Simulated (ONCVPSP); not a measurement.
**Which setting gave this result? (Cl, ONCV)**

Base potential:

```
Element                 : Cl (Z = 17)
Generator               : ONCVPSP 4.0.1
Type                    : optimised norm-conserving Vanderbilt (ONCV)
Functional              : PBE
Relativity              : non-relativistic
Frozen core             : [Ne]
Valence charge          : 7
Reference configuration : 3s2 3p4.5 (charge +0.5)
Partial waves           : 3s: rc 1.30 bohr, ncon 4, nbas 7, qcut 4.7 1/bohr, 2 projectors, debl 2.6 Ha; 3p: rc 1.30 bohr, ncon 4, nbas 8, qcut 6.2 1/bohr, local
Local potential         : the p channel
Core correction         : Teter function, fcfact 5, rcfact 1.75
```

Cutoffs, loose and tight: the cutoffs (Ha) at which the residual kinetic energy of the hardest occupied pseudo-wave falls to 1 and 0.1 mHa per electron. They do not see the model core or the augmentation charge, which bear on the density cutoff. Test errors are all-electron minus pseudo excitation energies from the reference, over the configurations 3s2 3p5; 3s2 3p4; 3s2 3p3; 3s1 3p6; variants that change the core or the reference have their own tests.

Only the scale of all radii but the core radius (base = 1) is moved (1 further runs of the sweep failed or gave no value and are left out):

```tsv
scale of all radii but the core radius (base = 1)	cutoff, loose	cutoff, tight	bound ghosts	largest test error (meV)	median size of the test errors
0.83	49 Ha	165 Ha	none	+2.7	0.7 meV
0.91	28 Ha	63 Ha	none	+2.2	0.8 meV
0.95	31 Ha	68 Ha	none	+2.1	0.9 meV
1.02	45 Ha	65 Ha	none	+2.3	1.1 meV
1.09	41 Ha	58 Ha	none	+2.8	1.5 meV
1.14	34 Ha	53 Ha	none	-3.3	1.9 meV
1.22	21 Ha	46 Ha	none	-5.1	2.6 meV
1.31	12 Ha	39 Ha	none	-7.9	3.9 meV
```

Q: One more run gave cutoff, loose: 19 Ha; cutoff, tight: 44 Ha; bound ghosts: none; largest test error (meV): -5.9; median size of the test errors: 2.9 meV. Which value of the scale of all radii but the core radius (base = 1) was used?

A: 1.25. The median size of the test errors moves one way along this sweep, from 0.7 meV at 0.83 to 3.9 meV at 1.31, which places the run between 1.22 and 1.31.
